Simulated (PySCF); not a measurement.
B(Br)(vinyl)(OH) (C₂H₄BBrO), SMILES C=CB(O)Br.

Geometry optimised at ωB97X-D3(BJ)/def2-SVP. The values are those of a single conformer.

Method: PBE/def2-TZVP run with PySCF.

Symmetry labels are those of the subgroup Cs that the program uses (full group Cs).

Computed valence orbital energies around the gap with their symmetry:
```json
[
 {"orbital": "HOMO−7", "symmetry": "A'", "energy (eV)": "-11.14"},
 {"orbital": "HOMO−6", "symmetry": "A'", "energy (eV)": "-10.42"},
 {"orbital": "HOMO−5", "symmetry": "A\"", "energy (eV)": "-9.54"},
 {"orbital": "HOMO−4", "symmetry": "A'", "energy (eV)": "-8.84"},
 {"orbital": "HOMO−3", "symmetry": "A'", "energy (eV)": "-7.98"},
 {"orbital": "HOMO−2", "symmetry": "A\"", "energy (eV)": "-7.40"},
 {"orbital": "HOMO−1", "symmetry": "A'", "energy (eV)": "-7.04"},
 {"orbital": "HOMO", "symmetry": "A\"", "energy (eV)": "-7.02"},
 {"orbital": "LUMO", "symmetry": "A\"", "energy (eV)": "-2.43"},
 {"orbital": "LUMO+1", "symmetry": "A'", "energy (eV)": "-0.05"},
 {"orbital": "LUMO+2", "symmetry": "A'", "energy (eV)": "0.66"},
 {"orbital": "LUMO+3", "symmetry": "A\"", "energy (eV)": "0.68"}
]
```
